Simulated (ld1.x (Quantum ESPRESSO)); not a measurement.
**fluorine, ultrasoft: configuration errors across variants**

* Element: F (Z = 9)
* Generator: ld1.x (Quantum ESPRESSO) 7.5
* Type: ultrasoft
* Functional: PBE
* Relativity: scalar-relativistic
* Frozen core: [He]
* Valence charge: 7
* Reference configuration: 2s2 2p5
* Partial waves: 2s (bound): rcut 0.65, rcutus 0.80 bohr; 2s channel at -0.6 Ry: rcut 0.65, rcutus 0.80 bohr; 2p (bound): rcut 0.75, rcutus 1.00 bohr; 2p channel at 0.4 Ry: rcut 0.75, rcutus 1.00 bohr; 3d channel at 0.4 Ry: rcut 0.75, rcutus 0.85 bohr
* Local potential: all-electron potential smoothed inside 0.95 bohr (lloc = -2)
* Core correction: a·sin(br)/r model core, default radius (core density twice the valence density)
* Augmentation charge: PSQ, inside the norm-conserving radii

All-electron excitation energies from the reference (eV): (1) 2s2 2p4 19.390; (2) 2s2 2p3 57.775; (3) 2s2 2p2 118.413; (4) 2s1 2p6 18.814; (5) 2s2 2p1 204.215; (6) 2s2 2p5.3 -2.670; (7) 2s1 2p5 38.493.

Errors AE − PS in meV (a dash: test not solved or not reliable):

| change | (1) | (2) | (3) | (4) | (5) | (6) | (7) | bound ghosts |
| --- | --- | --- | --- | --- | --- | --- | --- | --- |
| base | +2.7 | +23 | +78 | +7.8 | +187 | +0.4 | +2.5 | none |
| wave 2p channel at 0.4 Ry: rcut 0.75, rcutus 1.00 bohr becomes 2p channel at -0.66 Ry: rcut 0.75, rcutus 1.00 bohr | +4.6 | +32 | +96 | +7.9 | +207 | +0.5 | +3.7 | none |
| wave 2p channel at 0.4 Ry: rcut 0.75, rcutus 1.00 bohr becomes 2p channel at -0.54 Ry: rcut 0.75, rcutus 1.00 bohr | +3.8 | +28 | +89 | +7.9 | +199 | +0.5 | +3.0 | none |
| wave 2p channel at 0.4 Ry: rcut 0.75, rcutus 1.00 bohr becomes 2p channel at -0.16 Ry: rcut 0.75, rcutus 1.00 bohr | +3.0 | +25 | +82 | +7.9 | +192 | +0.4 | +2.6 | none |
| wave 2p channel at 0.4 Ry: rcut 0.75, rcutus 1.00 bohr becomes 2p channel at 0.61 Ry: rcut 0.75, rcutus 1.00 bohr | +2.6 | +23 | +77 | +7.8 | +185 | +0.4 | +2.6 | none |
| wave 2p channel at 0.4 Ry: rcut 0.75, rcutus 1.00 bohr becomes 2p channel at 1.62 Ry: rcut 0.75, rcutus 1.00 bohr | +2.3 | +20 | +70 | +7.7 | +175 | +0.4 | +2.7 | none |

Give the same row for: wave 2p channel at 0.4 Ry: rcut 0.75, rcutus 1.00 bohr becomes 2p channel at 4.32 Ry: rcut 0.75, rcutus 1.00 bohr.

+1.5, +19, +72, +8.1, +189, +0.4, +3.0; bound ghosts: none.
